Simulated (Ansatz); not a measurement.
C$_{4}$H$_{12}$O$_{4}$Ti, singlet, at a GFN2-xTB geometry (such geometries of metal compounds can be far from the true shape); B3LYP/STO-3G (Ansatz, an electronic-structure program).

Ansatz was given this input:
Ansatz 0.2 input:
```yaml
crystal:
  periodic: [false, false, false]
  atoms:
    - {symbol: Ti, position_ang: [0.19602624, -0.03307698, 0.08517431]}
    - {symbol: O, position_ang: [-1.51939867, 0.14731289, 0.35357079]}
    - {symbol: C, position_ang: [-1.98994423, 0.64490125, 1.57025692]}
    - {symbol: H, position_ang: [-1.59867019, 1.66230384, 1.74866106]}
    - {symbol: H, position_ang: [-3.08982221, 0.68845792, 1.54398018]}
    - {symbol: H, position_ang: [-1.68060457, -0.00915351, 2.40409188]}
    - {symbol: O, position_ang: [0.33180974, -0.84766475, -1.42954178]}
    - {symbol: C, position_ang: [-0.42435284, -0.66480244, -2.58306497]}
    - {symbol: H, position_ang: [0.01990371, 0.11992038, -3.21776086]}
    - {symbol: H, position_ang: [-0.44832220, -1.60085573, -3.16140320]}
    - {symbol: H, position_ang: [-1.46054878, -0.38028409, -2.32597764]}
    - {symbol: O, position_ang: [0.88996103, -0.95604241, 1.37931825]}
    - {symbol: C, position_ang: [0.88730172, -2.34777466, 1.38082381]}
    - {symbol: H, position_ang: [1.41376826, -2.74208824, 0.49486502]}
    - {symbol: H, position_ang: [1.39712590, -2.71598517, 2.28409083]}
    - {symbol: H, position_ang: [-0.14871883, -2.73233309, 1.38303900]}
    - {symbol: O, position_ang: [0.89298050, 1.55622209, 0.11421783]}
    - {symbol: C, position_ang: [0.65260328, 2.51505484, -0.86437782]}
    - {symbol: H, position_ang: [-0.40364078, 2.48363879, -1.19361958]}
    - {symbol: H, position_ang: [0.86303675, 3.51669816, -0.45871038]}
    - {symbol: H, position_ang: [1.30744687, 2.35447787, -1.73743967]}
basis:
  gaussian:
    orbitals: STO-3G
hamiltonian:
  xc: b3lyp
accuracy: high
```

What the program printed (banner, timings and long lists left out):

```
Functional definition: B3LYP
1756 factors; integrals over basis functions are off by at most 3.9e-9 eV
mean field evaluation 1: about -35249.2537 eV, gradient 3.2e1 eV
mean field evaluation 2: about -35245.4396 eV, gradient 5.3e1 eV
mean field evaluation 4: about -35252.1174 eV, gradient 1.1e0 eV
mean field evaluation 8: about -35252.0348 eV, gradient 2.2e-2 eV
mean field evaluation 16: about -35252.0348 eV, gradient 1.3e-5 eV
mean field -35252.03478972 eV, -1295.4883838347 hartree, gradient 4.2e-8 eV, S^2 0.000000; 0 other end points of the search recorded, 0 dependent functions left out
reference -35252.03484053 eV, -1295.4883857022 hartree; 45, 45 occupied and 25, 25 virtual orbitals, 1756 factors
Total energy: -35252.03484053 eV, -1295.4883857022 hartree
```
